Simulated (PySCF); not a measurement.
A calculated (UHF, PySCF 2.14, x2c-SVPall, the spin-free X2C one-electron Hamiltonian (Gaussian nucleus)) atom or ion has these occupied shells.

```json
{"shell": "1s", "electrons": "2", "orbital energy (eV)": "-26859.0", "rms radius, mean of both spins (bohr)": "0.0349"}
{"shell": "2s", "electrons": "2", "orbital energy (eV)": "-4089.2", "rms radius, mean of both spins (bohr)": "0.142"}
{"shell": "2p", "electrons": "6", "orbital energy (eV)": "-3666.8", "rms radius, mean of both spins (bohr)": "0.127"}
{"shell": "3s", "electrons": "2", "orbital energy (eV)": "-815.14", "rms radius, mean of both spins (bohr)": "0.381"}
{"shell": "3p", "electrons": "6", "orbital energy (eV)": "-672.55", "rms radius, mean of both spins (bohr)": "0.383"}
{"shell": "3d", "electrons": "10", "orbital energy (eV)": "-449.07", "rms radius, mean of both spins (bohr)": "0.363"}
{"shell": "4s", "electrons": "2", "orbital energy (eV)": "-147.42", "rms radius, mean of both spins (bohr)": "0.942"}
{"shell": "4p", "electrons": "6", "orbital energy (eV)": "-103.33", "rms radius, mean of both spins (bohr)": "1.03"}
{"shell": "4d", "electrons": "10", "orbital energy (eV)": "-38.085", "rms radius, mean of both spins (bohr)": "1.36"}
```

Name the element and its charge.

Cd²⁺ (cadmium, charge +2), in [Kr] 4d10, closed-shell 1S.
